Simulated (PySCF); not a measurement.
**Electron correlation in Mn(2+) (manganese, charge +2)**

[Ar] 3d4 4s1, high-spin 6D determinant (an excited configuration). Calculation: PySCF 2.14, in aug-cc-pVTZ-DK; scalar relativity by spin-free X2C-1e. Frozen: [Ar]; 5 electrons correlated.

| level | correlation energy (mhartree) |
| --- | --- |
| CCSD | -57.61 |
| (T) | -0.50 |
| CCSD(T) | -58.11 |

Diagnostics: T1 = 0.0048, D1 = 0.0110, largest double amplitude 0.014.

Cost of the coupled-cluster step: of the order of 11 core-seconds, for 5 correlated electrons.
